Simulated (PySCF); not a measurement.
## Electrostatic potential from atomic charges

Species: `C([CH+]/C=C\CF)C=C`, charge +1. Coordinates (GFN2-xTB, Å) and charges (e) from the PBE0/pcSseg-1 density (PySCF):

```csv
atom,x,y,z,Mulliken,IAO,Hirshfeld,ESP-fitted
C1,2.193,1.143,-0.654,+0.0361,-0.1309,+0.0666,-0.1523
C2,1.802,0.335,0.357,-0.3262,-0.1010,+0.0221,-0.0241
C3,1.654,-1.182,0.210,+0.0219,-0.2377,-0.0182,-0.2819
C4,0.355,-0.592,-0.063,-0.2203,+0.0189,+0.0766,+0.3157
C5,-0.659,-0.418,0.926,-0.0662,-0.1799,-0.0319,-0.5494
C6,-1.932,-0.042,0.674,-0.1314,-0.0341,+0.0523,+0.1518
C7,-2.543,0.280,-0.637,+0.2243,+0.0301,+0.0439,+0.0506
F8,-3.806,0.749,-0.463,-0.3001,-0.2941,-0.0866,-0.2047
H9,2.477,2.168,-0.474,+0.1987,+0.2151,+0.1076,+0.2011
H10,2.255,0.798,-1.675,+0.1751,+0.1932,+0.0976,+0.1955
H11,1.759,0.717,1.368,+0.1940,+0.1962,+0.0874,+0.1653
H12,2.193,-1.616,-0.622,+0.1859,+0.1990,+0.0936,+0.1866
H13,1.788,-1.713,1.144,+0.1943,+0.2039,+0.0987,+0.2039
H14,0.080,-0.429,-1.097,+0.1781,+0.1859,+0.0843,+0.0804
H15,-0.385,-0.638,1.949,+0.1451,+0.1782,+0.0740,+0.2510
H16,-2.630,0.014,1.502,+0.1776,+0.2099,+0.0912,+0.1620
H17,-1.989,1.052,-1.190,+0.1478,+0.1672,+0.0667,+0.1145
H18,-2.624,-0.619,-1.268,+0.1654,+0.1802,+0.0740,+0.1338
```

Points outside the species (Å): A (4.8, -3.1, -0.7); B (5.7, 1.3, 0.2); C (2.2, 5.7, -3.1); D (8.8, 5.0, 1.2); E (4.5, 1.6, -4.9).

Problem. Find the potential V = 14.3996 V·Å × Σ q/r of each set of charges at these points.

Solution. In volts:

```
point  nearest atom  distance (Å)  Mulliken     IAO  Hirshfeld  ESP-fitted
    A           H12          3.00    +2.967  +2.867     +2.810      +2.840
    B            H9          3.41    +2.903  +2.887     +2.906      +2.863
    C            H9          4.41    +2.275  +2.259     +2.207      +2.228
    D            H9          7.13    +1.544  +1.550     +1.530      +1.536
    E           H10          4.01    +2.445  +2.405     +2.330      +2.373
```

Problem. How far are the other sets from the ESP-fitted one at these points?

Solution. Root-mean-square difference: IAO 0.026 V, Hirshfeld 0.032 V, Mulliken 0.071 V. The ESP scheme fits charges at the nuclei, held to the total charge, to the electrostatic potential on points at 1.4 to 2.0 times the van der Waals radii.

Problem. What energy would a point charge of -1 e have at B in the field of the ESP charges, leaving out polarisation?

Solution. -2.863 eV = -276.2 kJ/mol, an attraction. The total charge alone, placed at the mean of the coordinates, would give -2.461 eV.

The structure is a single GFN2-xTB conformer in the gas phase; no vibrational or solvent corrections.

These values come from a run that also computed NMR shieldings. Hardware: one thread of an Intel Xeon Platinum 8488C, no GPU, on a shared host. Cost: 30 s, 0.83 GiB resident at most.

Shape of the structure used: `[CH2:1]=[CH:2][CH2:3][CH+:4]/[CH:5]=[CH:6]\[CH2:7][F:8]`: C1–C2–C3–C4 -93°, C2–C3–C4–C5 -93°, C3–C4–C5–C6 -171°, C5–C6–C7–F8 -174°.
